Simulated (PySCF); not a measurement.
BH2(CF3), CH2BF3.
Structure used (PBE0-D3(BJ)/def2-SVP), in Å, numbered top down from 1:
```xyz
7
CH2BF3 angstrom
B      0.4497    0.8315    0.1574
H      1.6464    0.8236    0.2622
H     -0.1945    1.8446    0.1167
C     -0.3068   -0.5596   -0.0454
F      0.3018   -1.6113    0.5111
F     -0.3231   -0.7566   -1.3826
F     -1.5735   -0.5723    0.3807
```

The closed-shell ground state was solved at several levels (PySCF, density fitting, gas phase, non-relativistic).

| level | basis functions | total energy (Eh) | HOMO (eV) | LUMO (eV) | gap (eV) | dipole (D) |
| --- | --- | --- | --- | --- | --- | --- |
| B3LYP/pcJ-1 | 155 | -363.6664 | -9.86 | -2.96 | 6.90 | 1.78 |
| wB97X-D/pcSseg-1 | 95 | -363.5284 | -12.08 | -0.70 | 11.38 | 1.89 |
| PBE0/pcSseg-1 | 95 | -363.2644 | -10.08 | -2.70 | 7.38 | 1.80 |

Question: Estimate the row for CAM-B3LYP/def2-SVPD, a basis of 125 functions; the other rows only guide the guess.

Answer: Total energy -363.3019 Eh, HOMO -11.78 eV, LUMO -1.67 eV, gap 10.11 eV, dipole 1.95 D.

Question: Over all these levels, which gives the widest orbital gap and which the narrowest?

Answer: wB97X-D/pcSseg-1 (range-separated hybrid) has the widest, 11.38 eV, and B3LYP/pcJ-1 (global hybrid, 20 % exact exchange) the narrowest, 6.90 eV. Functional and basis both differ between the two, so the spread mixes both effects.

Question: How far do the dipole and the HOMO energy spread over the levels?

Answer: The dipole runs from 1.78 to 1.95 D (mean 1.86 D) and the HOMO from -12.08 to -9.86 eV.

Note: wB97X-D ran without an empirical dispersion term, which enters the total energy and its gradient alone.
